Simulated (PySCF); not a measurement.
Isomers of C5H3FOS, one conformer each. Theory: core-valence-separated Tamm–Dancoff BHandHLYP/aug-pcX-1 (pcseg-1 on H, def2-SVPD on S) in PySCF, non-relativistic, gas phase, PBE0-D3(BJ)/def2-SVP geometry. No empirical shift is added; at this level the pattern usually sits a few eV under experiment.

P. `FC1=CC(=S)C=CO1`
Q. `O=c1ccscc1F`
R. `O=C(F)c1cccs1`

Main lines, eV (oscillator strength):
1. C K: 282.7 (0.055), 283.1 (0.060), 283.5 (0.049), 283.5 (0.040), 284.9 (0.017); O K: 529.1 (0.043), 534.3 (0.005), 534.8 (0.006); F K: 684.8 (0.009), 686.9 (0.017), 688.0 (0.020), 688.1 (0.005), 688.6 (0.004)
2. C K: 282.7 (0.050), 283.2 (0.063), 283.3 (0.060), 283.8 (0.067), 284.7 (0.063); O K: 528.2 (0.044); F K: 685.3 (0.006), 686.2 (0.028), 687.6 (0.007)
3. C K: 282.8 (0.058), 283.0 (0.058), 283.6 (0.048), 284.0 (0.066), 284.6 (0.012); O K: 533.1 (0.026), 536.1 (0.004), 537.0 (0.010), 537.6 (0.020), 537.8 (0.031); F K: 686.0 (0.010), 687.3 (0.023), 688.6 (0.020), 689.4 (0.004), 689.7 (0.002)
Listed: the first five lines at most of each edge with a tenth or more of its strongest line's intensity; roots within 0.03 eV on the same or equivalent atoms are summed. Only the lowest roots were sought, and the top ones are left out.

Question: Which spectrum belongs to which isomer?

Answer: 1 = R, 2 = Q, 3 = P.
- P: first C line listed at 282.8 eV, hole on the thiocarbonyl carbon (1s→π*); first O line listed at 533.1 eV, hole on the ring oxygen (1s→π*); first F line listed at 686.0 eV, hole on the fluorine bonded to C.
- Q: first C line listed at 282.7 eV, hole on the unsaturated ring CH carbon (1s→π*); first O line listed at 528.2 eV, hole on the carbonyl oxygen (1s→π*); first F line listed at 685.3 eV, hole on the fluorine bonded to C.
- R: first C line listed at 282.7 eV, hole on the aromatic CH carbon (1s→π*); first O line listed at 529.1 eV, hole on the carbonyl oxygen (1s→π*); first F line listed at 684.8 eV, hole on the acyl fluorine.

Question: What are the ground-state energies of the isomers at BHandHLYP/aug-pcX-1 (pcseg-1 on H, def2-SVPD on S), relative to the lowest?

Answer: P 105.5, Q 97.0, R 0.0 kJ/mol (electronic energies on these geometries, no dispersion or zero-point terms).
